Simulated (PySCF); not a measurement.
Identify the unknown among the candidates.

All candidates are C6H7F.

| technique | computed result |
| --- | --- |
| Polarisability | 72.9 au [PBE0/def2-SVPD] |
| UV, strongest line | among the 6 lowest singlet transitions: S2 at 5.72 eV (217 nm, f = 0.260) [TDDFT PBE0/def2-SVPD] |
| UV, first state | lowest singlet excitation: 5.61 eV (221 nm, f = 0.000) [TDDFT PBE0/def2-SVPD] |
| 13C NMR | chemical shifts (computed TMS as zero) by class: 165.6 (1 C), 114.1 (1 C), 95.5 (1 C), 81.6 (1 C), 29.0 (1 C), 18.1 (1 C) ppm [GIAO PBE0/pcSseg-1] |
| Rotational structure | rotational constants A, B, C: 3.272, 2.104, 1.400 GHz [GFN2-xTB] |
| NMR, other nuclei | isotropic shieldings of nuclei other than C and H, by class: 283 (1 F) ppm [GIAO PBE0/pcSseg-1] |
| Dipole | 1.83 D [PBE0/def2-SVPD] |
| 1H NMR | chemical shifts (computed TMS as zero) by class: 7.13 (1 H), 3.02 (1 H), 2.00 (2 H), 1.20 (3 H) ppm [GIAO PBE0/pcSseg-1] |

The electronic properties come from PySCF, for the isolated species, density fitting. Levels stand in brackets. The structure is a single GFN2-xTB conformer in the gas phase; no vibrational or solvent corrections. NMR values are class means; diastereotopic atoms form classes of their own.

Question: Which candidate is it?
A. `C#C/C(=C\F)CC`
B. `C=C(C)[C@@H]1C=C1F`
C. `FC1=CCC=CC1`

Answer: A. It is `C#C/C(=C\F)CC`. Numbering: `[CH:1]#[C:2]/[C:3](=[CH:4]\[F:5])[CH2:6][CH3:7]`. Its formula, C6H7F, gives 3 degrees of unsaturation: 0 rings and 3 π bonds in the structure found. 6 carbons fall into 6 classes; from least to most shielded: vinylic C–F carbon [C4] (165.6 ppm), fully substituted alkene carbon [C3] (114.1 ppm), terminal alkyne carbon [C1] (95.5 ppm), alkyne carbon [C2] (81.6 ppm), allylic carbon [C6] (29.0 ppm), methyl carbon [C7] (18.1 ppm). Hydrogen classes from least to most shielded: 1 H on a vinylic C–F carbon, C4 (7.13 ppm), 1 H on a terminal alkyne carbon, C1 (3.02 ppm), 2 H on an allylic carbon, C6 (2.00 ppm), 3 H on a methyl carbon, C7 (1.20 ppm, a mean of values up to 1.0 ppm apart in this geometry). The other shieldings belong to: 283 ppm, vinyl fluorine [F5]. S1 is mainly HOMO−1→LUMO (weight 0.96); the largest Löwdin shares of the orbital it empties are 0.42 on the terminal alkyne carbon, 0.40 on the alkyne carbon, 0.05 on the fully substituted alkene carbon and 0.04 on the allylic carbon, of the orbital it fills 0.28 on the vinylic C–F carbon, 0.19 on the fully substituted alkene carbon, 0.18 on the terminal alkyne carbon and 0.13 on the alkyne carbon. The optimised geometry has point group C1 and is an asymmetric top.

The others, at the same levels:
- `FC1=CCC=CC1` fails: its computed 13C shifts are 167.8 (1 C), 131.8 (1 C), 129.9 (1 C), 106.2 (1 C), 31.4 (1 C), 31.0 (1 C) ppm, 1H shifts are 5.94 (1 H), 5.90 (1 H), 5.44 (1 H), 3.08 (2 H), 3.02 (2 H) ppm and lowest singlet excitation is 5.95 eV (209 nm, f = 0.001) (against 5.61 eV).
- `C=C(C)[C@@H]1C=C1F` fails: its computed 13C shifts are 157.3 (1 C), 156.2 (1 C), 114.0 (1 C), 74.3 (1 C), 37.4 (1 C), 26.9 (1 C) ppm, 1H shifts are 5.30 (1 H), 5.09 (1 H), 4.90 (1 H), 2.68 (1 H), 2.05 (3 H) ppm and rotational constant A is 4.951 GHz (against 3.272 GHz).

Each candidate is one conformer, not necessarily the lowest. The conformers computed, where there is a choice (atom-mapped SMILES and torsion angles):
- `[CH:1]#[C:2]/[C:3](=[CH:4]\[F:5])[CH2:6][CH3:7]`: C2–C3–C6–C7 71°
- `[CH2:1]=[C:2]([CH3:3])[C@@H:4]1[CH:5]=[C:6]1[F:7]`: C1–C2–C4–C5 18°
